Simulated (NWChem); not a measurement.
# BeHCl; SMILES [BeH][Cl]

```xyz
3

Be     0.0000     0.0000    -1.3001
H      0.0000     0.0000    -2.6355
Cl     0.0000     0.0000     0.5267
```
Atoms are numbered in this order, from 1.

Computed with NWChem. The geometry was optimised at PBE-D3(BJ)/def2-SVP. B3LYP is NWChem's, with the RPA form of VWN correlation. Vzz is the largest principal value of the second derivative of the potential at the nucleus (NWChem prints the opposite sign); η is the asymmetry. Non-relativistic.

### Question
Predict the results for B3LYP/def2-SVP. Quantities: Vzz Be1 (a.u.); η Be1; Vzz Cl3 (a.u.); η Cl3.

### Answer
Vzz Be1 (a.u.): -0.178
η Be1: 0.00
Vzz Cl3 (a.u.): 0.880
η Cl3: 0.00
